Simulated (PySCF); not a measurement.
[RuH4]-, quartet: computed properties

These are results of UPBE0/[Ru def2-TZVPD with ECP28, H def2-TZVPD], scalar-relativistic core potentials, density fitting, no spin–orbit coupling, PySCF, not measurements.

The structure is a saddle point with 1 imaginary mode.

```xyz
5
charge -1 multiplicity 4, angstrom
Ru   -0.0099   -0.0099    0.0000
H     1.5958    0.3591    0.0000
H     0.3591    1.5958    0.0000
H    -1.6043    0.6501    0.0000
H     0.6501   -1.6043    0.0000
```

- Point group: C2v
- Bond lengths: Ru–H 1.648 Å (×2), Ru–H 1.726 Å (×2)
- Bond angles: H–Ru–H 64.1°, H–Ru–H 80.5° (×2), H–Ru–H 135.0°, H–Ru–H 144.6° (×2)
- Spin squared ⟨S²⟩: 3.766
- Principal polarisabilities: 55.1, 77.1, 82.8 bohr³
- Rotational constants: 3.52, 2.53, 1.472 cm⁻¹
- Zero-point energy (real modes): 51.5 kJ/mol
- Principal quadrupole moments (Buckingham, traceless) about the centre of mass: -7.76, -3.37, 11.13 D Å
- Lowest empty level (β): 2.49 eV
- Dipole moment about the centre of mass: 0.20 D
- Highest occupied level (α): -0.15 eV

Harmonic modes (masses in u: Ru 101.904, H 1.008):
| symmetry | ω (cm⁻¹) | IR (km/mol) | μ (u) |
| --- | --- | --- | --- |
| b1 | 318i | – | 1.04 |
| b2 | 338 | 120 | 1.02 |
| a1 | 486 | 33.8 | 1.03 |
| a2 | 590 | 0.0 | 1.01 |
| a1 | 747 | 90.3 | 1.01 |
| b2 | 1350 | 108 | 1.01 |
| a1 | 1613 | 260 | 1.02 |
| b2 | 1618 | 1118 | 1.03 |
| a1 | 1872 | 208 | 1.02 |

In C2v the vibrations span b1 + 3b2 + 4a1 + a2. Here b1 is antisymmetric to the molecular plane and b2 lies in it. The a2 mode carries no infrared intensity, as symmetry demands.

Charges (e); Mulliken and Löwdin values are unreliable with diffuse functions:
```
atom  Mulliken  Löwdin  polar tensor  spin (Mulliken)  Mayer order to Ru1
 Ru1     -0.88   -0.12          0.07             3.10                   –
H2,3      0.02   -0.21         -0.22            -0.02                0.94
H4,5     -0.08   -0.23         -0.32            -0.03                0.97
```

Mulliken populations on Ru1 (electrons outside its core potential): s 2.99, p 7.22, d 6.66, f 0.00.

This need not be the most stable arrangement of these atoms. Open d and f shells are described by one determinant, and the ground state may have another occupation or spin. The lowest empty level of this anion is unbound, so it and the gap depend on the basis. At this level a doublet minimum of C2v symmetry lies 29 kJ/mol below this structure.

The final relaxation and frequency run took of the order of 110 core-seconds on a shared host.
